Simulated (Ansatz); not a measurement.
Geometry optimisation, Ansatz 0.2.0, RKS PBE-D4/def2-SVP.

input.yaml

```yaml
crystal:
  periodic: [false, false, false]
  atoms:
    - { symbol: F, position_ang: [0.4114, -2.3841, 0.9445] }
    - { symbol: B, position_ang: [0.2388, -0.9594, 0.5306] }
    - { symbol: Sb, position_ang: [1.8856, 0.4612, 0.9627] }
    - { symbol: C, position_ang: [-1.0565, -0.4158, -0.0729] }
    - { symbol: S, position_ang: [-0.8874, 0.1518, -1.7906] }
    - { symbol: H, position_ang: [0.829, 1.8584, 0.985] }
    - { symbol: H, position_ang: [2.2642, 0.7114, -0.7325] }
    - { symbol: H, position_ang: [-1.8289, -1.2389, -0.0851] }
    - { symbol: H, position_ang: [-1.5193, 0.4142, 0.6043] }
    - { symbol: H, position_ang: [-0.2539, 1.35, -1.343] }
basis:
  gaussian: { orbitals: def2-SVP }
hamiltonian:
  xc: pbe
  dispersion: d4
relax:
  f_tol: 0.02
  max_steps: 50
output:
  orbitals: {}
```

Command:

```bash
$ ansatz run input.yaml --threads 2 --pin off --max-ram 3072MiB --backend cpu --events-out ev --progress --plain --runs-dir out
```

**Question.** Where does it end, and by what steps?

**Answer.** The forces met the threshold. After 18 steps the energy has fallen by 0.832 eV; F1 moved furthest, 0.82 Å.

```csv
step,energy less start (eV),largest force component (eV/Å),accepted
0,0.0000,3.756,yes
1,-0.5003,2.565,yes
2,-0.6675,1.077,yes
3,-0.7281,0.284,yes
4,-0.7574,0.359,yes
5,-0.7873,0.314,yes
6,-0.8014,0.196,yes
7,-0.8116,0.085,yes
8,-0.8156,0.099,yes
9,-0.8202,0.105,yes
10,-0.8245,0.160,yes
11,-0.8271,0.115,yes
12,-0.8295,0.073,yes
13,-0.8307,0.052,yes
14,-0.8302,0.081,no
15,-0.8313,0.034,yes
16,-0.8316,0.059,yes
17,-0.8318,0.023,yes
18,-0.8319,0.012,yes
```

```xyz
10
Properties=species:S:1:pos:R:3
F 0.600 -2.119 0.191
B 0.218 -0.844 0.368
Sb 1.796 0.612 1.182
C -1.281 -0.449 0.142
S -0.978 0.024 -1.631
H 0.958 1.991 0.534
H 2.772 0.485 -0.242
H -1.977 -1.310 0.105
H -1.731 0.387 0.706
H -0.294 1.171 -1.353
```

Whether the end is a true minimum wasn't checked by a vibrational analysis.

Run time: 36 s on 2 threads of Intel(R) Xeon(R) Platinum 8488C (Sapphire Rapids), with other jobs on the host, peak memory 0.2 GiB.
